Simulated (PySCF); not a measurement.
Computed IR spectrum (relative IR intensity) of a molecule C₅H₉O, multiplicity 2. Coordinates come from a B3LYP-D3(BJ)/def2-SVP optimisation. Other conformers were not sampled. Level of theory: B3LYP-D3(BJ)/def2-SVP run with PySCF. Harmonic, unscaled wavenumbers; measured fundamentals usually lie a few per cent lower.

Lines under 2 % of the strongest are left out, and lines within 2 cm⁻¹ are merged.

```json
[
 {"ν (cm⁻¹)": "507", "relative intensity": "6.6"},
 {"ν (cm⁻¹)": "529", "relative intensity": "9.1"},
 {"ν (cm⁻¹)": "590", "relative intensity": "5.9"},
 {"ν (cm⁻¹)": "869", "relative intensity": "2.5"},
 {"ν (cm⁻¹)": "957", "relative intensity": "3.0"},
 {"ν (cm⁻¹)": "1155", "relative intensity": "4.8"},
 {"ν (cm⁻¹)": "1177", "relative intensity": "22"},
 {"ν (cm⁻¹)": "1249", "relative intensity": "22"},
 {"ν (cm⁻¹)": "1366", "relative intensity": "14"},
 {"ν (cm⁻¹)": "1369", "relative intensity": "8.9"},
 {"ν (cm⁻¹)": "1400", "relative intensity": "6.3"},
 {"ν (cm⁻¹)": "1431", "relative intensity": "5.4"},
 {"ν (cm⁻¹)": "1448", "relative intensity": "4.1"},
 {"ν (cm⁻¹)": "1450", "relative intensity": "2.2"},
 {"ν (cm⁻¹)": "1461", "relative intensity": "4.0"},
 {"ν (cm⁻¹)": "1831", "relative intensity": "100"},
 {"ν (cm⁻¹)": "2946", "relative intensity": "12"},
 {"ν (cm⁻¹)": "3024", "relative intensity": "6.5"},
 {"ν (cm⁻¹)": "3043", "relative intensity": "10.0"},
 {"ν (cm⁻¹)": "3096", "relative intensity": "12"},
 {"ν (cm⁻¹)": "3111", "relative intensity": "2.7"},
 {"ν (cm⁻¹)": "3160", "relative intensity": "2.9"},
 {"ν (cm⁻¹)": "3166", "relative intensity": "6.6"}
]
```

Pick the molecule that these values belong to.
(A) CC(C)C[C]=O
(B) [CH2]CCC(C)=O
(C) CC(C)(C)[C]=O
(D) C[CH]CC(C)=O

D, C[CH]CC(C)=O
